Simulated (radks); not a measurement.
Results of a calculation; reference values are marked as such.
Spin polarisation of the 4f8 shell in Tb3+. Start: [Xe] 4f(up 4, down 4); electrons of 4f are moved from spin down to spin up, other shells keep equal spins. Code: a radial shooting solver on a logarithmic mesh with Libxc functionals. Model: scalar-relativistic Kohn-Sham, PBE, spin-polarised, spherical densities, point nucleus.

moment (Bohr magnetons),E - E(0) (eV),e(4f up) (eV),e(4f down) (eV),5p down minus up (eV)
0,0.000,-34.223,-34.223,0.000
1,-0.196,-34.599,-33.816,0.320
2,-0.784,-34.945,-33.379,0.640
3,-1.763,-35.260,-32.911,0.962
4,-3.134,-35.543,-32.412,1.286
5,-4.896,-35.795,-31.882,1.613
6,-7.048,-36.012,-31.319,1.943

At moment 6 the spin-polarisation energy is -7.048 eV and the 4f exchange splitting 4.693 eV, that is 0.782 eV per Bohr magneton; E = -I m^2/4 would give I = 0.783 eV.
